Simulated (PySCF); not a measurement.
C₆H₁₁F₃, SMILES CC(C)(C)CC(F)(F)F, GFN2-xTB optimised geometry.

```
20

C      1.37    -0.07     0.00
C     -0.16    -0.07     0.00
C     -0.66    -0.78     1.26
C     -0.68     1.37     0.00
C     -0.71    -0.84    -1.21
C     -0.08    -0.56    -2.56
F      0.05     0.74    -2.86
F     -0.83    -1.09    -3.55
F      1.14    -1.10    -2.70
H      1.76    -1.08    -0.08
H      1.77     0.52    -0.83
H      1.74     0.37     0.92
H     -0.35    -0.23     2.15
H     -1.75    -0.83     1.26
H     -0.26    -1.78     1.33
H     -0.35     1.92    -0.88
H     -1.77     1.39     0.02
H     -0.31     1.90     0.88
H     -1.78    -0.64    -1.32
H     -0.59    -1.92    -1.05
```

Density from B3LYP/def2-SVP run with PySCF at that geometry.

Minimum of the electron density along straight lines between bonded atoms, close to the bond critical point (lines longer than 1.1 times the sum of covalent radii, or with two minima, are not listed):

```
bond    length / Å  ρ at the minimum / e bohr⁻³  ∇²ρ there / e bohr⁻⁵  position (fraction from the first atom)
------  ----------  ---------------------------  --------------------  ---------------------------------------
C1–C2        1.529                        0.246                 -0.56                                     0.50
C2–C3        1.533                        0.245                 -0.56                                     0.50
C2–C4        1.531                        0.245                 -0.56                                     0.50
C2–C5        1.544                        0.238                 -0.53                                     0.48
C5–C6        1.516                        0.264                 -0.67                                     0.46
C6–F7        1.340                        0.274                   ___                                     0.34
C6–F8        1.349                        0.271                   ___                                     0.34
C6–F9        1.342                        0.274                   ___                                     0.34
C1–H10       1.088                        0.278                 -1.02                                     0.62
C1–H11       1.087                        0.279                 -1.03                                     0.63
C1–H12       1.087                        0.277                 -1.01                                     0.62
C3–H13       1.087                        0.278                 -1.02                                     0.62
C3–H14       1.088                        0.277                 -1.01                                     0.62
C3–H15       1.088                        0.277                 -1.01                                     0.62
C4–H16       1.086                        0.280                 -1.04                                     0.63
C4–H17       1.088                        0.277                 -1.00                                     0.62
C4–H18       1.087                        0.277                 -1.01                                     0.62
C5–H19       1.092                        0.278                 -1.02                                     0.63
C5–H20       1.093                        0.277                 -1.02                                     0.63
```

Question: Fill in the missing entries.

Answer: 
- C6–F7, ∇²ρ there / e bohr⁻⁵: -0.19
- C6–F8, ∇²ρ there / e bohr⁻⁵: -0.27
- C6–F9, ∇²ρ there / e bohr⁻⁵: -0.22
